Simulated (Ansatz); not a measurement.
Reaction (redistribution): `[F][Al]([SiH3])[SH]` + `CCB(F)Cl` → `[F][Al]([SiH3])[Cl]` + `CCB(F)S`

Program: Ansatz. Geometries: PBE0-D4/def2-TZVP. ΔE: electronic, gas phase. CCSD(T)/CBS is the MP2 limit (def2-TZVPP, def2-QZVPP) plus CCSD(T) − MP2 in def2-TZVPP, frozen cores. DFT in def2-TZVPP. HSE06 is defined as in plane-wave codes. Each species was taken in one conformer, which may not be the lowest.

```
             level  ΔE (kJ/mol)  difference from CCSD(T)/CBS
       LDA (SPW92)        -24.9                          4.3
         revPBE-D4        -27.3                          1.9
           PBE0-D4        -27.2                          2.0
        r2SCANh-D4        -28.1                          1.1
          HSE06-D4        -27.1                          2.1
            B2PLYP        -29.6                         -0.4
          PBE-QIDH        -28.0                          1.2
            revPBE        -26.3                          2.9
           r2SCAN0        -28.2                          1.0
             HSE06        -26.9                          2.3
             BHLYP        -30.7                         -1.5
         CAM-B3LYP        -29.9                         -0.7
    MP2/def2-TZVPP        -28.6                          0.6
SCS-MP2/def2-TZVPP        -29.3                         -0.1
CCSD(T)/def2-TZVPP        -28.2                          1.0
    MP2/def2-QZVPP        -29.3                         -0.1
       CCSD(T)/CBS        -29.2                            0
```

Largest T1 diagnostic among the species: 0.013.

Leaving LDA and LC-ωPBE aside and taking each functional with its dispersion term where it has one, the values, not all of them listed here, spread over 4.3 kJ/mol, from BHLYP-D4 to PBE-D4.
